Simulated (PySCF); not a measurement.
**Computed properties of Zn(OH)(OSiH3) (H4O2SiZn), SMILES [Zn]([OH])[O][SiH3]**

Zn(OH)(OSiH3) (H4O2SiZn), SMILES [OH][Zn][O][SiH3]. The structure is a stationary point at PBE0-D3(BJ)/def2-SVP. The structure was generated by enumeration; whether it is a known compound was not checked. The values are those of a single conformer. All values are computed for the isolated molecule unless a solvent is named; none is compared with measurement here.

**Structure.** All 18 harmonic modes at PBE0-D3(BJ)/def2-SVP (PySCF) are real, so it is a minimum. With heavy atoms numbered as in [Zn:1]([OH:2])[O:4][SiH3:5], the shortest bond between them is O4–Si5 at 1.641 Å and the longest Zn1–O2 at 1.763 Å.

**Vibrations.** The strongest infrared lines (harmonic, unscaled, degenerate partners summed) lie at 1050 cm⁻¹ (402 km/mol, O 77 %, Si 18 %), 1014 cm⁻¹ (311 km/mol, H 91 %, Si 9 %), 2185 cm⁻¹ (198 km/mol, H 96 %). The softest mode is at 29 cm⁻¹ and the zero-point energy is 26.3 kcal/mol.

**Electronic structure.** PBE0/def2-TZVP (PySCF) places the frontier levels at -8.34 and -1.33 eV, a gap of 7.01 eV, and gives a dipole moment of 1.65 D and a mean polarisability of 53.1 bohr³. PBE/def2-TZVP (PySCF) at the same geometry gives -6.85 and -2.25 eV, so its gap is 2.41 eV narrower. An orbital gap is neither the optical nor the fundamental gap.

**Excitations.** TDDFT-B3LYP/def2-SVPD (PySCF) has S1 at 5.31 eV (233 nm, f = 0.012, weak); the most intense of the 10 singlets computed lies at 6.57 eV (f = 0.07). T1 (TDA) is at 4.97 eV. TDDFT-PBE/def2-SVPD (PySCF) puts S1 at 4.70 eV. No vertical singlet excitation falls in the visible range (under 3.1 eV).

**NMR.** GIAO shifts at PBE0/pcSseg-1 (PySCF) (non-relativistic, atoms alike by connectivity averaged): ¹H from 0.3 to 5.5 ppm against TMS; ²⁹Si at -35.1 ppm against TMS.
